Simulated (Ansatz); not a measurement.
Species: H2BrClSi, SMILES `Cl[SiH2]Br` (charge 0, multiplicity 1).

Question: Give a relaxed geometry from PBE0-D4/def2-TZVP (Ansatz, an electronic-structure program).

Answer: the end point of this relaxation (outside a Z-matrix the atoms follow the SMILES, hydrogens last).
Z-matrix (Å, degrees):
```
Si
H 1 1.4757
H 1 1.4757 2 112.65
Cl 1 2.0410 2 108.53 3 120.19
Br 1 2.2061 2 108.36 3 -119.87
```
